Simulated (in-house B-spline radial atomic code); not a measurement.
Successive ionisation energies of gallium; each step leads to the configuration of the next row (after the last: bare). NIST's values go from ground level to ground level; the uncertainty of those that are theory runs from under 0.1 % in few-electron ions to several per cent in heavy many-electron ones. Computed with an all-electron radial atomic-structure program (B-spline basis): non-relativistic Hartree-Fock, average of the configuration, point nuclei.

```tsv
ion	configuration	ionisation energy (eV)	tabulated value (eV)	computed minus tabulated (eV)	highest orbital	largest mean radius (bohr)
Ga11+	[Ar] 3d2	316.7	319	-2	3d	0.60199
Ga12+	[Ar] 3d1	356.7	356	1	3d	0.5938
Ga13+	[Ne] 3s2 3p6	470.2	471.2	-1	3p	0.58566
Ga14+	[Ne] 3s2 3p5	509.1	508.8	0	3p	0.5791
Ga15+	[Ne] 3s2 3p4	?	?	?	?	?
Ga16+	[Ne] 3s2 3p3	589.7	599.8	-10	3p	0.56643
Ga17+	[Ne] 3s2 3p2	631.4	640	-9	3p	0.56032
Ga18+	[Ne] 3s2 3p1	673.9	677	-3	3p	0.55435
Ga19+	[Ne] 3s2	?	?	?	?	?
Ga20+	[Ne] 3s1	?	?	?	?	?
Ga21+	[He] 2s2 2p6	2007.8	2010	-2	2p	0.21661
Ga22+	[He] 2s2 2p5	2130.5	2129	1	2p	0.21433
Ga23+	[He] 2s2 2p4	2256.0	2258	-2	2p	0.2121
Ga24+	[He] 2s2 2p3	2384.4	2391	-7	2p	0.20992
Ga25+	[He] 2s2 2p2	2515.5	2543.9	-28	2p	0.20777
Ga26+	[He] 2s2 2p1	2649.6	2683	-33	2p	0.20566
Ga27+	[He] 2s2	2818.7	2868	-49	2s	0.20359
Ga28+	[He] 2s1	2939.9	2984.426	-45	2s	0.20168
Ga29+	1s2	12550.9	12696.56	-146	1s	0.04898
Ga30+	1s1	13075.1	13239.5	-164	1s	0.048387
```

(1) Fill in the row of Ga15+.

(2) Fill in the row of Ga19+.

(3) Fill in the row of Ga20+.

(4) Where is the largest jump?

(5) How far is this level of theory from the measured and semi-empirical values?

## Answers

(1) ionisation energy (eV): 549.0; tabulated value (eV): 548.3; computed minus tabulated (eV): 1; highest orbital: 3p; largest mean radius (bohr): 0.57269.

(2) ionisation energy (eV): 753.1; tabulated value (eV): 765.7; computed minus tabulated (eV): -13; highest orbital: 3s; largest mean radius (bohr): 0.54852.

(3) ionisation energy (eV): 797.8; tabulated value (eV): 807.308; computed minus tabulated (eV): -10; highest orbital: 3s; largest mean radius (bohr): 0.5421.

(4) From Ga28+ to Ga29+, by a factor of 4.27 (2939.9 to 12551 eV); the highest orbital goes from 2s to 1s.

(5) Over those 15 rows the differences run from -49.3 to +1.46 eV (mean absolute value 11 eV). The calculation leaves out relativity, correlation and, in open shells, the multiplet splittings that an average leaves out.
